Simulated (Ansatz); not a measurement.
Species: H3BNO, SMILES `N[B]O` (H–N–B–O torsion 0°, N–B–O–H torsion 0°) (charge 0, multiplicity 2).

Task: Give a relaxed geometry from B3LYP-D3(BJ)/def2-TZVP run with Ansatz (a program for electronic structure).

Result: One answer among several that fit: the end point of this relaxation, one of several conformers (outside a Z-matrix the atoms follow the SMILES, hydrogens last).
Bond lengths (Å): N1–B2 1.396, N1–H4 1.013, N1–H5 1.004, B2–O3 1.352, O3–H6 0.969. Angles (°): B2–N1–H4 124.2, B2–N1–H5 122.3, H4–N1–H5 113.6, N1–B2–O3 128.4, B2–O3–H6 116.6.
